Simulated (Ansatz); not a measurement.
Stepwise reaction of `CB(C)N[SiH3]` with hydrogen, as a gas-phase model of exchange steps in deposition or etching. ΔE in kJ/mol; ΔG adds harmonic PBE0-D4 terms to CCSD(T)/CBS, at 1 bar.

Isolated molecules relaxed with PBE0-D4/def2-TZVP in Ansatz; ΔE leaves out vibrations. CCSD(T)/CBS is the MP2 limit (def2-TZVPP, def2-QZVPP) plus CCSD(T) − MP2 in def2-TZVPP, frozen cores. This one scheme is used for every species. Functionals use def2-TZVPP. B3LYP here is the variant with VWN-RPA as its local correlation; programs differ in this. One conformer a species, not always the lowest.

```csv
step,reaction,PBE-D4,B3LYP-D4,ωB97M-V,CCSD(T)/CBS,ΔG(600 K)
2,`CBN[SiH3]` + H₂ → `BN[SiH3]` + CH₄,-19.4,-25.7,-23.4,-23.7,-18.2
```

Task: Give the row of step 1, `CB(C)N[SiH3]` + H₂ → `CBN[SiH3]` + CH₄. (Best estimate.)

Result: Ansatz gave: 
| step | reaction | PBE-D4 | B3LYP-D4 | ωB97M-V | CCSD(T)/CBS | ΔG(600 K) |
| --- | --- | --- | --- | --- | --- | --- |
| 1 | `CB(C)N[SiH3]` + H₂ → `CBN[SiH3]` + CH₄ | -20.8 | -26.4 | -23.8 | -23.1 | -14.3 |

Task: By hand: ΔE of the 2 steps together at CCSD(T)/CBS.

Result: (-23.1) + (-23.7) = -46.8 kJ/mol, or -23.4 kJ/mol a step.

In ΔE the steps differ by no more than 0.6 kJ/mol. All are downhill at CCSD(T)/CBS. ΔG lies between -18.2 and -14.3 kJ/mol a step. PBE-D4 differs from CCSD(T)/CBS by 2.3 to 4.3 kJ/mol a step. Isolated molecules leave out the surface, adducts and barriers. Largest T1 diagnostic: 0.012.
